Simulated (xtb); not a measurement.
C₄H₉OSn, charge +1, singlet, at a GFN2-xTB geometry (such geometries of metal compounds can be far from the true shape).

Here is a job for xtb.
```
$ xtb mol.xyz --gfn 1 --chrg 1 --uhf 0 --json

# file mol.xyz
15

Sn     0.57860348     0.99037821     0.99602755
O     -0.13951525    -0.23880407    -0.24016626
C     -0.69301889    -1.18621963    -1.19298609
C      0.35754660    -2.26620988    -1.41139384
C     -1.96370062    -1.75208190    -0.57416742
C     -0.98384300    -0.41492838    -2.47294697
H      0.00267037    -3.01018296    -2.11844506
H      0.57924891    -2.75285016    -0.46071701
H      1.26974182    -1.81057548    -1.79876224
H     -1.71926578    -2.24375716     0.36831025
H     -2.42869660    -2.47166480    -1.24150070
H     -2.66452557    -0.93918319    -0.37975242
H     -0.05851124     0.02257598    -2.84991934
H     -1.69426393     0.38487527    -2.25993678
H     -1.40235463    -1.07107684    -3.23035818
```

Task: What does this run give for the total energy, partial charges in atom order, HOMO-LUMO gap?

Result: 
The total energy comes out as -20.1092 Eh and the partial charges in atom order is Sn1 1.06, O2 -0.48, C3 0.26, C4 -0.11, C5 -0.11, C6 -0.11, H7 0.06, H8 0.05, H9 0.05, H10 0.05, H11 0.06, H12 0.05, H13 0.05, H14 0.05, H15 0.06. The HOMO-LUMO gap comes out as 3.14 eV.
